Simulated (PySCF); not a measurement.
C3H9BO2, SMILES COCB(C)O. Atoms are numbered in the order given.

```xyz
15

C      2.5583    -0.7594    -0.0178
O      1.4403     0.0769     0.0348
C      0.2291    -0.6254    -0.0624
B     -1.0470     0.3010     0.0267
C     -2.4804    -0.3101    -0.2370
O     -0.8571     1.6143     0.3122
H      2.5659    -1.4982     0.8123
H      3.4581    -0.1315     0.0641
H      2.6097    -1.3282    -0.9711
H      0.1415    -1.3957     0.7446
H      0.1790    -1.2228    -1.0055
H     -2.5444    -1.3821     0.0093
H     -3.2913     0.2150     0.2955
H     -2.7049    -0.2295    -1.3170
H     -1.6861     2.1076     0.3609
```
Charge 0, spin multiplicity 1.

The structure is a stationary point at r2SCAN-D4/def2-SVP. This is a generated structure with no PubChem entry under its InChIKey; it may be hypothetical. Other conformers were not sampled.

Two levels are set side by side: PBE/pcSseg-1 (PySCF) and KT2/pcSseg-1 (PySCF). GIAO shifts against BF3 (¹¹B), H2O (¹⁷O), TMS (¹H), TMS (¹³C) at the same level; non-relativistic, no solvent, atoms listed together averaged. Differences are taken from unrounded values.

```tsv
quantity	PBE
δ(¹³C) of C1 (ppm)	67.2
δ(¹⁷O) of O2 (ppm)	22.4
δ(¹³C) of C3 (ppm)	75.5
δ(¹¹B) of B4 (ppm)	39.4
δ(¹³C) of C5 (ppm)	6.2
δ(¹⁷O) of O6 (ppm)	203.8
δ(¹H) of H10, H11 (ppm)	3.54
δ(¹H) of H15 (ppm)	5.54
```

These are the PBE values. What does KT2 give? (An estimate is asked for; the answer gives what the named calculation found.)


```tsv
quantity	KT2	PBE minus KT2
δ(¹³C) of C1 (ppm)	65.8	1.4
δ(¹⁷O) of O2 (ppm)	17.3	5.1
δ(¹³C) of C3 (ppm)	72.8	2.6
δ(¹¹B) of B4 (ppm)	37.2	2.3
δ(¹³C) of C5 (ppm)	5.5	0.6
δ(¹⁷O) of O6 (ppm)	193.3	10.5
δ(¹H) of H10, H11 (ppm)	3.48	0.06
δ(¹H) of H15 (ppm)	5.38	0.16
```

Rough cost on one machine, each run with all the roots and properties that it gave: KT2 against PBE within a factor of 2.
